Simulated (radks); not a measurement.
Values are calculated unless marked as measured or tabulated.
Coulomb parameter of the 4f shell of the neodymium ion Nd+ in the model configuration [Xe] 4f3.5 6s1.5, as a second difference U = [E(n + 0.5) + E(n - 0.5) - 2 E(n)] / (0.5)^2 with all orbitals relaxed. "Bare": the charge of the atom changes with n. "Screened": the 6s shell takes up the change at fixed total charge, which measures U(4f,4f) + U(6s,6s) - 2 U(4f,6s). Level of theory: Dirac Kohn-Sham, PBEsol, spin-unpolarised, spherical densities, finite nucleus; open shells are shared between the two j in proportion to 2j + 1; Fermi nuclear charge, rms radius 4.9123 fm (a radial shooting solver on a logarithmic mesh with Libxc functionals).

\begin{tabular}{lrr}
case & configuration & E - E(n) (eV) \\ \hline
start & [Xe] 4f3.5 6s1.5 & 0.000 \\
bare +0.5 & [Xe] 4f4 6s1.5 & -3.914 \\
bare -0.5 & [Xe] 4f3 6s1.5 & 7.499 \\
screened +0.5 & [Xe] 4f4 6s1 & -0.419 \\
screened -0.5 & [Xe] 4f3 6s2 & 1.946 \\
\end{tabular}

U(bare) = 14.342 eV, U(screened by 6s) = 6.109 eV.
